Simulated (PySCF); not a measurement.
## Working out the excitation energy of Ca

Ca [Ar] 4s2 (1S) → Ca [Ar] 3d1 4s1 (3D). Calculation: PySCF 2.14, in aug-cc-pVDZ-X2C (6s5p3d, 36 functions); the spin-free X2C one-electron Hamiltonian (Gaussian nucleus). Frozen: [Ar]. Energies in hartree (1 hartree = 27.21139 eV):

| part | Ca (lower) | Ca (upper) |
| --- | --- | --- |
| UHF | -679.629220 | -679.542047 |
| MP2 opposite-spin | -0.017550 | 0.000000 |
| MP2 same-spin | 0.000000 | -0.001171 |

Q: What does Hartree-Fock give?

A: (-679.542047) − (-679.629220) = 0.087173 hartree = 2.372 eV.

Q: What do MP2 and SCS-MP2 (6/5 opposite-spin, 1/3 same-spin) give?

A: The opposite-spin parts differ by 0.478 eV and the same-spin parts by -0.032 eV. MP2: 2.372 + (0.478) + (-0.032) = 2.818 eV. SCS-MP2: 2.372 + 1.2 × (0.478) + (-0.032)/3 = 2.935 eV.

Measured between the centres of the two terms (NIST): 2.524 eV, so MP2 (valence) is off by 0.294 eV.

A double-zeta basis recovers only part of the correlation energy.

What remains against the reference includes basis incompleteness, the frozen core and correlation beyond second order.
